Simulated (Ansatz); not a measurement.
Reactions of `C#CSB[SiH2]C`.

Gas-phase electronic energies from Ansatz, PBE0-D4/def2-TZVP geometries. CCSD(T)/CBS adds triple-zeta CCSD(T) − MP2 to the extrapolated MP2 energy (def2 sets, frozen cores). This one scheme is used for every species. Functionals use def2-TZVPP. For Ga outer-core shells are correlated without core-valence functions, which leaves a few kJ/mol of doubt a bond. Scalar relativity is left out up to krypton. Each species was taken in one conformer, which may not be the lowest.

```tsv
reaction	HF/CBS(def2) (kJ/mol)	B2PLYP (kJ/mol)	PBE0-D4 (kJ/mol)	CCSD(T)/CBS(def2) (kJ/mol)
`C#CSB[SiH2]C` + `CC` → `CB[SiH2]C` + `C#CSC`	-7	58	80	69
`C#CSB[SiH2]C` + H₂S → `C[SiH2]BS` + `C#CS`	-100	-43	-20	-31
`C#CSB[SiH2]C` + `S[SiH2][GaH2]` → `C[SiH2]S[SiH2][GaH2]` + `BSC#C`	-81	-77	-77	-81
`C#CSB[SiH2]C` + CH₃OH → `B[SiH2]C` + `C#CSCO`	26	94	120	106
```

Largest T1 diagnostic: 0.014, for `C[SiH2]BS`.
